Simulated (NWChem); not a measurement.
SiH2ClF; SMILES F[SiH2]Cl

```xyz
5

Si    -0.5024     0.5632     0.0000
F      0.7383     1.5825     0.0000
Cl     0.2116    -1.3703     0.0000
H     -1.2881     0.7631    -1.2351
H     -1.2881     0.7631     1.2351
```
Atoms are numbered in this order, from 1.

Structure relaxed at the B3LYP/6-31G* (spherical d) level.

Q: Give the principal values of the shielding tensors (ppm) of Si1, F2, Cl3 from B3LYP/IGLO-III, GIAO (NWChem), with their diamagnetic and paramagnetic parts as GIAO splits them.

A: 
```
atom    σ11    σ22    σ33  isotropic  diamagnetic  paramagnetic
----  -----  -----  -----  ---------  -----------  ------------
Si1   326.1  334.8  373.9      344.9        883.7        -538.8
F2    278.1  338.3  392.5      336.3        474.0        -137.7
Cl3   665.9  933.4  992.9      864.0       1149.8        -285.8
```
